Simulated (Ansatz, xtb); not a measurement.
**Relative energy of two isomers of C5H9PSi**

We compare I, `[SiH3]C1C=CPC=C1`, a singlet, with II, `[SiH3]P1C=CCC=C1`, a singlet. Both are isolated molecules in the gas phase, relaxed with B3LYP/def2-SVP.

I (Å):

```yaml
atoms:
  - { symbol: C, position_ang: [-0.0627, -0.1936, 0.2501] }
  - { symbol: C, position_ang: [-1.2986, 0.3059, -0.4544] }
  - { symbol: C, position_ang: [-1.3476, 1.3510, -1.2952] }
  - { symbol: C, position_ang: [1.1851, 1.9256, -0.3637] }
  - { symbol: C, position_ang: [1.0299, 0.8341, 0.4020] }
  - { symbol: P, position_ang: [0.1245, 2.3160, -1.8067] }
  - { symbol: Si, position_ang: [0.6203, -1.7572, -0.6423] }
  - { symbol: H, position_ang: [-0.4432, -2.8043, -0.6999] }
  - { symbol: H, position_ang: [1.7857, -2.2982, 0.1193] }
  - { symbol: H, position_ang: [1.0486, -1.4056, -2.0248] }
  - { symbol: H, position_ang: [-0.3464, -0.5676, 1.2520] }
  - { symbol: H, position_ang: [-2.2198, -0.2541, -0.2538] }
  - { symbol: H, position_ang: [-2.3004, 1.6222, -1.7625] }
  - { symbol: H, position_ang: [-0.3217, 3.6173, -1.3963] }
  - { symbol: H, position_ang: [2.0241, 2.6032, -0.1720] }
  - { symbol: H, position_ang: [1.7510, 0.6467, 1.2067] }
```

II (Å):

```json
{"atom": "C", "x (Å)": "-0.0491", "y (Å)": "-0.8771", "z (Å)": "-1.3237"}
{"atom": "C", "x (Å)": "1.2232", "y (Å)": "-0.5100", "z (Å)": "-1.5396"}
{"atom": "C", "x (Å)": "1.7933", "y (Å)": "0.8775", "z (Å)": "-1.4032"}
{"atom": "C", "x (Å)": "0.8639", "y (Å)": "1.9269", "z (Å)": "-0.8524"}
{"atom": "C", "x (Å)": "-0.4402", "y (Å)": "1.7753", "z (Å)": "-0.5758"}
{"atom": "P", "x (Å)": "-1.4201", "y (Å)": "0.2639", "z (Å)": "-0.9079"}
{"atom": "Si", "x (Å)": "-1.8301", "y (Å)": "-0.4038", "z (Å)": "1.2460"}
{"atom": "H", "x (Å)": "-2.7983", "y (Å)": "0.5553", "z (Å)": "1.8568"}
{"atom": "H", "x (Å)": "-0.5964", "y (Å)": "-0.4593", "z (Å)": "2.0851"}
{"atom": "H", "x (Å)": "-2.4589", "y (Å)": "-1.7578", "z (Å)": "1.2046"}
{"atom": "H", "x (Å)": "-0.3318", "y (Å)": "-1.9250", "z (Å)": "-1.4754"}
{"atom": "H", "x (Å)": "1.9394", "y (Å)": "-1.2792", "z (Å)": "-1.8549"}
{"atom": "H", "x (Å)": "2.7044", "y (Å)": "0.8342", "z (Å)": "-0.7731"}
{"atom": "H", "x (Å)": "2.1775", "y (Å)": "1.2123", "z (Å)": "-2.3896"}
{"atom": "H", "x (Å)": "1.3219", "y (Å)": "2.9080", "z (Å)": "-0.6741"}
{"atom": "H", "x (Å)": "-1.0039", "y (Å)": "2.6324", "z (Å)": "-0.1903"}
```

**Question.** Which of the two would you expect CCSD(T)/def2-SVP + ΔMP2/def2-TZVPP electronic energies to favour?

**Answer.** Structure II; the calculation gives E(II) − E(I) = −18.7 kJ/mol.

Level by level:

```csv
level,geometry,E(II) − E(I) (kJ/mol),departure from the last row (kJ/mol),"job, with rough time for the two"
B3LYP/def2-SVP,B3LYP/def2-SVP,−24.9,−6.1,"optimisation, 67 s"
HF/def2-SVP,B3LYP/def2-SVP,−23.7,−5.0,part of the CCSD(T) run
MP2/def2-SVP,B3LYP/def2-SVP,−15.1,+3.6,part of the CCSD(T) run
CCSD(T)/def2-SVP,B3LYP/def2-SVP,−17.9,+0.9,single point
CCSD(T)/def2-SVP + ΔMP2/def2-TZVPP,B3LYP/def2-SVP,−18.7,,"single point, 82 s"
```

As drawn, II has 1 P–Si, 1 C–H in place of 1 C–Si, 1 P–H.

The levels shown agree on the order. The largest departure from CCSD(T)/def2-SVP + ΔMP2/def2-TZVPP is that of B3LYP/def2-SVP, 6.1 kJ/mol. Levels run at GFN2-xTB geometries aren't shown. The last row adds to CCSD(T) the change of the MP2 difference between the two basis sets, here −0.9 kJ/mol.

With thermal terms from frequencies at re-optimised GFN2-xTB minima (ideal gas, soft modes damped towards free rotors, one conformer each, 298.15 K, 1 atm): the zero-point term adds +5.2 kJ/mol; ΔH is −12.2 and ΔG −16.2 kJ/mol.

The correlated steps freeze 15 core orbitals. Codes used: Ansatz 0.2.0, xtb 6.7.1; the last row on 4 threads of Arm Neoverse V1 on a shared host.
